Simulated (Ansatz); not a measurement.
HF$_{2}$InS (SMILES [F][In]([F])[SH]), singlet, geometry from GFN2-xTB (such geometries of metal compounds can be far from the true shape) (all electrons, no relativity); SC-NEVPT2/STO-3G, CASSCF(2,2) (Ansatz, an electronic-structure program).

The Ansatz input:
Ansatz 0.2 input:
```yaml
crystal:
  periodic: [false, false, false]
  atoms:
    - {symbol: In, position_ang: [-0.24954394, 0.10915787, -0.01933577]}
    - {symbol: F, position_ang: [-2.18820076, -0.27460427, -0.10649060]}
    - {symbol: F, position_ang: [0.26589489, 2.02206348, -0.08887046]}
    - {symbol: S, position_ang: [1.69274951, -1.30438501, 0.16003171]}
    - {symbol: H, position_ang: [2.44441368, -0.20570859, 0.14519490]}
basis:
  gaussian:
    orbitals: STO-3G
magnetization: {spin_polarized: false}
correlation: {method: sc_nevpt2, electrons: all, active_space: {window: {electrons: 2, orbitals: 2}}}
```

The log (banner, timings and long lists left out):

```
Functional definition: HF
620 factors; integrals over basis functions are off by at most 3.9e-5 eV
mean field evaluation 1: about -170685.9308 eV, gradient 2.5e1 eV
mean field evaluation 2: about -170685.9729 eV, gradient 2.5e1 eV
mean field evaluation 4: about -170690.0498 eV, gradient 1.8e0 eV
mean field evaluation 8: about -170690.0767 eV, gradient 3.7e-4 eV
mean field -170690.07669850 eV, -6272.7446207803 hartree, gradient 3.7e-6 eV, S^2 0.000000; 0 other end points of the search recorded, 0 dependent functions left out
reference -170690.07669850 eV, -6272.7446207803 hartree; 42, 42 occupied and 5, 5 virtual orbitals, 620 factors
state -170690.66172162 eV, -6272.7661199837 hartree
state -170690.66172162 eV, -6272.7661199837 hartree; corrected -170692.57843799 eV, -6272.8365580108 hartree
Total energy: -170692.57843799 eV, -6272.8365580108 hartree
```
